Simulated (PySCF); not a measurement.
C3H11N2PSi.
Geometry (GFN2-xTB, Å), atoms numbered from 1 in this order:
```
atom  x, y, z in Å
C1    -0.133    2.082   -0.200
N2    -0.393    0.671   -0.206
C3    -1.299    0.206    0.817
C4    -1.363   -1.312    0.703
N5    -0.027   -1.736    0.351
Si6    0.685   -0.575   -0.697
P7     2.851   -0.333   -0.169
H8    -1.059    2.636   -0.383
H9     0.285    2.420    0.758
H10    0.576    2.317   -0.990
H11   -0.937    0.496    1.814
H12   -2.289    0.653    0.671
H13   -2.091   -1.594   -0.069
H14   -1.669   -1.765    1.649
H15    0.073   -2.731    0.239
H16    0.453   -0.750   -2.149
H17    3.277   -1.328   -1.029
H18    3.050    0.651   -1.120
```

Level of theory: TDDFT PBE0/def2-SVPD, vertical, gas phase, core orbitals frozen in the response in PySCF.

| state | E (eV) | λ (nm) | ν̃ (cm⁻¹) | f | main configurations (H = HOMO, L = LUMO) |
| --- | --- | --- | --- | --- | --- |
| S1 | 5.22 | 237.7 | 42080 | 0.0089 | H→L (71%), H→L+1 (26%) |
| S2 | 5.46 | 226.9 | 44070 | 0.018 | H→L+1 (72%), H→L (24%) |
| S3 | 5.73 | 216.5 | 46200 | 0.0048 | H-1→L (97%) |
| S4 | 5.89 | 210.4 | 47530 | 0.0061 | H→L+2 (92%) |
| S5 | 6.01 | 206.4 | 48450 | 0.0077 | H-1→L+1 (81%) |
| S6 | 6.20 | 200.1 | 49970 | 0.046 | H→L+3 (82%) |

Triplets (Tamm–Dancoff): T1 4.99 eV, H→L (73%), H→L+1 (19%); T2 5.21 eV, H→L+1 (60%), H→L (13%).

The lowest singlet lies at 5.22 eV (238 nm, ultraviolet) and is weak; its leading configuration is HOMO→LUMO (71%). The strongest level in the table is S6 at 6.20 eV (200 nm, f = 0.046). It is the last of those listed, so stronger ones may follow. Löwdin shares by element: HOMO nitrogen 49% or more, carbon 16% or more, phosphorus 8% (atoms not listed hold the other 27%); LUMO silicon 28%, phosphorus 18%, hydrogen 17% or more (atoms not listed hold the other 37%). The oscillator strengths of these states sum to 0.092; summed over the whole spectrum of an exact calculation they would give the number of electrons, 72 (Thomas–Reiche–Kuhn). The listed states span 0.98 eV, and the widest gap between neighbours is 0.26 eV (S2 to S3). Of the 6 states listed, 2 reach f = 0.01 and none stays under 0.0005. Singlets were solved by full linear response, triplets in the Tamm–Dancoff approximation.

The run took 48 s on one thread, Intel Xeon Platinum 8259CL at 2.50 GHz (x86_64), no GPU, shared host with 96 logical CPUs at a one-minute load of 30, and the process peaked at 0.98 GiB of memory.

One conformer stands for the species.

Without π bonds the low states may be Rydberg-like; a valence basis with one diffuse set may place them up to an eV too high.
